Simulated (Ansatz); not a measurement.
`c1ccc(-c2ccc(-c3ccccc3)cc2)cc1` with charge +1. Charge 1, multiplicity 2. Geometry r2SCAN-D4/def2-SVP, that of the neutral singlet; atoms count from 1.

```xyz
32

C    -4.6946   -2.3305    2.3160
C    -4.3093   -1.0311    2.6607
C    -3.1653   -0.4635    2.0974
C    -2.3804   -1.1818    1.1746
C    -1.1680   -0.5798    0.5763
C    -0.3434    0.2881    1.3167
C     0.7993    0.8522    0.7546
C     1.1680    0.5798   -0.5763
C     2.3804    1.1817   -1.1745
C     2.4086    1.5555   -2.5321
C     3.5520    2.1240   -3.0958
C     4.6945    2.3306   -2.3162
C     4.6821    1.9636   -0.9667
C     3.5383    1.3969   -0.4020
C     0.3417   -0.2857   -1.3176
C    -0.7977   -0.8545   -0.7537
C    -2.7817   -2.4889    0.8367
C    -3.9246   -3.0568    1.4019
H    -5.5907   -2.7755    2.7581
H    -4.9102   -0.4501    3.3668
H    -2.8895    0.5642    2.3522
H    -0.5930    0.5089    2.3586
H     1.4101    1.5343    1.3531
H     1.5111    1.4251   -3.1441
H     3.5471    2.4173   -4.1500
H     5.5906    2.7755   -2.7583
H     5.5741    2.1107   -0.3502
H     3.5493    1.0875    0.6474
H     0.6091   -0.5319   -2.3493
H    -1.4260   -1.5114   -1.3622
H    -2.1713   -3.0763    0.1443
H    -4.2108   -4.0783    1.1335
```

Single mean-field runs in def2-TZVP are fitted with def2-universal-jkfit.

(1) Estimate the Mulliken populations of the heavy atoms from the PBE0/def2-TZVP orbitals of Ansatz.

(2) Where does the spin sit?

(3) And the Mayer bond orders between heavy atoms (over 0.3)?

## Answers

(1) 
| atom | charge (e) | spin (α − β) |
| --- | --- | --- |
| C1 | -0.06 | 0.17 |
| C2 | -0.12 | -0.04 |
| C3 | -0.19 | 0.08 |
| C4 | 0.17 | 0.06 |
| C5 | 0.22 | 0.18 |
| C6 | -0.18 | 0.02 |
| C7 | -0.18 | 0.02 |
| C8 | 0.22 | 0.18 |
| C9 | 0.17 | 0.06 |
| C10 | -0.19 | 0.08 |
| C11 | -0.12 | -0.04 |
| C12 | -0.06 | 0.17 |
| C13 | -0.12 | -0.04 |
| C14 | -0.19 | 0.08 |
| C15 | -0.18 | 0.02 |
| C16 | -0.18 | 0.02 |
| C17 | -0.19 | 0.08 |
| C18 | -0.12 | -0.04 |
Mulliken values depend strongly on the basis.

(2) Summed by element: C 1.03, H -0.03, of 1 unpaired in all. Largest on single atoms: C8 0.18, C5 0.18, C12 0.17.

(3) C1–C2 1.37 (1.40 Å); C1–C18 1.37 (1.40 Å); C2–C3 1.50 (1.40 Å); C3–C4 1.30 (1.41 Å); C4–C5 0.98 (1.48 Å); C4–C17 1.30 (1.41 Å); C5–C6 1.28 (1.41 Å); C5–C16 1.28 (1.41 Å); C6–C7 1.54 (1.39 Å); C7–C8 1.28 (1.41 Å); C8–C9 0.98 (1.48 Å); C8–C15 1.28 (1.41 Å); C9–C10 1.30 (1.41 Å); C9–C14 1.30 (1.41 Å); C10–C11 1.50 (1.40 Å); C11–C12 1.37 (1.40 Å); C12–C13 1.37 (1.40 Å); C13–C14 1.50 (1.40 Å); C15–C16 1.54 (1.39 Å); C17–C18 1.50 (1.40 Å).
